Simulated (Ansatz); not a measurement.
C7H12 can be A, `CCC1C=CCC1`, or B, `CC=C1CCCC1`.

Program: Ansatz. Geometries: PBE0-D4/def2-TZVP. ΔE: electronic, gas phase. CCSD(T)/CBS is the MP2 limit (def2-TZVPP, def2-QZVPP) plus CCSD(T) − MP2 in def2-TZVPP, frozen cores. Functionals use def2-TZVPP. B3LYP here is the variant with VWN-RPA as its local correlation; programs differ in this. One conformer a species, not always the lowest.

A:

```xyz
19

C    -1.167    2.230   -0.032
C    -0.746    1.075    0.860
C    -0.476   -0.212    0.090
C    -0.086   -1.379    0.953
C     0.922   -2.074    0.441
C     1.381   -1.503   -0.869
C     0.706   -0.123   -0.894
H    -2.074    1.982   -0.592
H    -0.389    2.477   -0.758
H    -1.372    3.130    0.552
H     0.158    1.343    1.419
H    -1.525    0.887    1.608
H    -1.398   -0.471   -0.455
H    -0.610   -1.626    1.871
H     1.345   -2.972    0.876
H     1.044   -2.137   -1.699
H     2.470   -1.441   -0.953
H     1.410    0.628   -0.520
H     0.406    0.185   -1.897
```

B:

```xyz
19

C    -1.952    1.546   -1.204
C    -0.506    1.418   -0.864
C     0.045    0.427   -0.172
C    -0.669   -0.787    0.384
C     0.394   -1.524    1.202
C     1.702   -1.166    0.502
C     1.513    0.311    0.161
H    -2.538    0.707   -0.826
H    -2.099    1.595   -2.289
H    -2.378    2.466   -0.791
H     0.144    2.215   -1.222
H    -1.020   -1.421   -0.439
H    -1.551   -0.526    0.975
H     0.411   -1.136    2.225
H     0.216   -2.600    1.265
H     2.587   -1.359    1.113
H     1.802   -1.750   -0.419
H     1.740    0.919    1.046
H     2.158    0.665   -0.646
```

**Question.** Which is lower in electronic energy at CCSD(T)/CBS, and by how much? (Estimate.)

**Answer.** Computed: B, by 1.6 kJ/mol. So small a gap doesn't settle the order.

**Question.** Give E(B) − E(A) in kJ/mol with CCSD(T)/def2-SVP, B3LYP-D4, PBE0-D4, B3LYP, PBE-D4, MP2/def2-TZVPP, r2SCAN-D4. (An estimate is asked.)

**Answer.** The calculation gave: CCSD(T)/def2-SVP -3.4, B3LYP-D4 -6.9, PBE0-D4 -7.3, B3LYP -7.6, PBE-D4 -8.4, MP2/def2-TZVPP -2.4, r2SCAN-D4 -7.4. None reverses the order clearly.

Largest T1 diagnostic: 0.010.

Leaving LDA and LC-ωPBE aside and taking each functional with its dispersion term where it has one, the values, not all of them listed here, spread over 4.1 kJ/mol, from PBE-D4 to ωB97M-V.
